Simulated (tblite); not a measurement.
Species: C₈H₁₅P.
Numbering: `[CH2:1]=[CH:2][C@@H:3]1[CH2:4][CH2:5][CH2:6][CH2:7][P:8]1[CH3:9]` (hydrogens: H10, H11 on C1; H12 on C2; H13 on C3; H14, H15 on C4; H16, H17 on C5; H18, H19 on C6; H20, H21 on C7; H22, H23, H24 on C9)

Computed with GFN2-xTB (tblite), gas phase: L-BFGS steps from a force-field or distance-geometry start until the largest atomic force falls under 0.01 eV/Å.

Step 23: E = -742.1266 eV
```
atom  x, y, z in Å  |  force x, y, z in eV/Å
C1      3.0099   -0.7882   -0.5587   -0.012   0.003  -0.040
C2      2.2179    0.1404   -0.0528   -0.011   0.018   0.012
C3      0.7713   -0.0100    0.2882    0.000  -0.026  -0.006
C4      0.2808   -1.4542    0.3330   -0.030  -0.022   0.006
C5     -1.1680   -1.5585    0.8047   -0.029  -0.006  -0.002
C6     -2.1372   -0.8793   -0.1586   -0.003   0.017  -0.021
C7     -1.8769    0.6188   -0.2427    0.011   0.030   0.002
P8     -0.2136    0.9307   -1.0173    0.030   0.025   0.034
C9      0.0531    2.6448   -0.3694   -0.006   0.028   0.001
H10     4.0346   -0.5705   -0.8113   -0.013  -0.037   0.029
H11     2.6720   -1.7909   -0.7537    0.047  -0.006  -0.002
H12     2.6157    1.1348    0.1108   -0.006   0.016   0.034
H13     0.5789    0.4677    1.2600    0.012   0.002  -0.031
H14     0.9217   -2.0254    1.0112    0.000  -0.003  -0.009
H15     0.3613   -1.8987   -0.6620   -0.006   0.014  -0.004
H16    -1.4396   -2.6123    0.8974    0.018  -0.023   0.004
H17    -1.2661   -1.1043    1.7945    0.015   0.001   0.004
H18    -3.1665   -1.0566    0.1656    0.012  -0.007   0.031
H19    -2.0217   -1.3180   -1.1527   -0.009  -0.025  -0.019
H20    -2.6304    1.1023   -0.8706   -0.011  -0.012  -0.010
H21    -1.9230    1.0721    0.7519    0.003   0.000   0.019
H22     1.0636    2.9729   -0.6071   -0.022  -0.013  -0.007
H23    -0.1016    2.6853    0.7093    0.012   0.033  -0.030
H24    -0.6478    3.3171   -0.8622   -0.004  -0.006   0.003
```

Step 24: E = -742.1272 eV
```
atom  x, y, z in Å  |  force x, y, z in eV/Å
C1      3.0095   -0.7881   -0.5580   -0.005  -0.001  -0.033
C2      2.2173    0.1407   -0.0521    0.003   0.017   0.000
C3      0.7698   -0.0090    0.2860    0.037  -0.047   0.014
C4      0.2804   -1.4535    0.3313   -0.030  -0.026  -0.001
C5     -1.1674   -1.5581    0.8047   -0.031  -0.010   0.000
C6     -2.1368   -0.8798   -0.1587   -0.004   0.012  -0.017
C7     -1.8760    0.6184   -0.2418   -0.007   0.021  -0.002
P8     -0.2143    0.9322   -1.0170    0.023   0.010  -0.001
C9      0.0527    2.6457   -0.3703   -0.004   0.025  -0.001
H10     4.0370   -0.5759   -0.8056   -0.034  -0.021   0.032
H11     2.6702   -1.7899   -0.7558    0.042  -0.003   0.001
H12     2.6143    1.1351    0.1148    0.003   0.007   0.031
H13     0.5793    0.4675    1.2585    0.003   0.008  -0.021
H14     0.9219   -2.0259    1.0079    0.004   0.006  -0.007
H15     0.3590   -1.8976   -0.6638   -0.003   0.013  -0.010
H16    -1.4380   -2.6121    0.8979    0.014  -0.020   0.010
H17    -1.2645   -1.1023    1.7941    0.013  -0.007   0.002
H18    -3.1660   -1.0573    0.1669    0.018  -0.002   0.022
H19    -2.0212   -1.3195   -1.1527   -0.013  -0.015  -0.009
H20    -2.6305    1.1013   -0.8687   -0.015  -0.003  -0.013
H21    -1.9216    1.0702    0.7534    0.000   0.004   0.023
H22     1.0627    2.9731   -0.6090   -0.009  -0.006  -0.011
H23    -0.1009    2.6870    0.7078    0.009   0.033  -0.001
H24    -0.6486    3.3175   -0.8621   -0.013   0.005  -0.008
```

**Question.** Estimate the geometry and energy of step 25. (The exact step hangs on the optimiser's Hessian estimate; all steps are aligned on step 24, rigid shifts and turns removed.)

**Answer.** E = -742.1277 eV, largest force 0.069 eV/Å
```
atom  x, y, z in Å  |  force x, y, z in eV/Å
C1      3.0088   -0.7879   -0.5579    0.000  -0.002  -0.018
C2      2.2171    0.1412   -0.0516    0.014   0.006  -0.008
C3      0.7690   -0.0089    0.2844    0.049  -0.044   0.022
C4      0.2795   -1.4533    0.3299   -0.017  -0.020  -0.008
C5     -1.1674   -1.5579    0.8048   -0.018  -0.012   0.001
C6     -2.1367   -0.8800   -0.1591   -0.003   0.002  -0.006
C7     -1.8754    0.6185   -0.2411   -0.018   0.006  -0.004
P8     -0.2143    0.9337   -1.0166    0.008  -0.006  -0.026
C9      0.0522    2.6469   -0.3710   -0.003   0.017  -0.003
H10     4.0386   -0.5807   -0.8002   -0.035  -0.002   0.026
H11     2.6693   -1.7892   -0.7576    0.029  -0.004   0.001
H12     2.6134    1.1355    0.1188    0.009  -0.004   0.026
H13     0.5796    0.4675    1.2567   -0.005   0.011  -0.007
H14     0.9222   -2.0262    1.0049    0.004   0.006  -0.004
H15     0.3570   -1.8964   -0.6656   -0.004   0.009  -0.015
H16    -1.4363   -2.6124    0.8986    0.006  -0.014   0.012
H17    -1.2629   -1.1007    1.7938    0.007  -0.014  -0.002
H18    -3.1652   -1.0580    0.1683    0.017   0.003   0.011
H19    -2.0211   -1.3211   -1.1529   -0.017  -0.002   0.002
H20    -2.6310    1.1004   -0.8672   -0.013   0.006  -0.011
H21    -1.9204    1.0687    0.7550   -0.002   0.006   0.016
H22     1.0618    2.9732   -0.6109    0.005   0.005  -0.016
H23    -0.1001    2.6890    0.7065    0.005   0.032   0.024
H24    -0.6495    3.3179   -0.8623   -0.019   0.014  -0.016
```

The energy changes by -0.0005 eV. The first-order estimate −F·Δx gives -0.0007 eV and the mean of the old and new forces, exact on a quadratic surface, -0.0005 eV. The step makes an angle of 67° with the force vector and moves no atom by more than 0.007 Å.

What follows is the cost of the whole relaxation. On one thread, Arm Neoverse V2 (aarch64), shared host with 32 logical CPUs at a one-minute load of 18, this took 0.55 s.
